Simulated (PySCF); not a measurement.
Compound: Ge2H6O.
SMILES: `[GeH3][O][GeH3]`

Method used: MP2 and CCSD/aug-cc-pVDZ in PySCF, restricted Hartree–Fock reference, frozen core, non-relativistic, gas phase, PBE0-D3(BJ)/def2-SVP geometry.

E(HF) = -4229.05768 Eh.

Q: How large is the problem?

A: 149 basis functions and 78 electrons; 19 orbitals frozen, which leaves o = 20 correlated occupied and v = 110 virtual orbitals. That is o·v = 2200 singles and o·v(o·v + 1)/2 = 2421100 distinct closed-shell doubles amplitudes before symmetry; the costliest CCSD step grows as o²v⁴ = 5.9 × 10^10.

Q: What are the MP2 and CCSD correlation energies?

A: MP2 -0.4664 Eh and CCSD -0.5098 Eh, which gives totals of -4229.52403 and -4229.56752 Eh. That is 0.347 eV for each correlated electron at CCSD (1339 kJ/mol in all, 0.012 % of the total energy); MP2 gives 91.5 % of the CCSD value.

Q: What is the T1 diagnostic?

A: 0.0104, below the customary warning level of 0.02. It is the norm of the spatial-orbital singles amplitudes over the root of the number of correlated electrons, so the norm is 0.066.

Q: How does correlation change the dipole moment?

A: HF gives 0.99 D and CCSD (unrelaxed density) 0.83 D, a change of -0.16 D.

Connected triples and the basis-set limit are missing.

The job also held the EOM ionisation roots. Hardware: one thread, Arm Neoverse V1 (aarch64), no GPU, on a shared host. Cost: 5.4 min, 2.5 GiB resident at most.
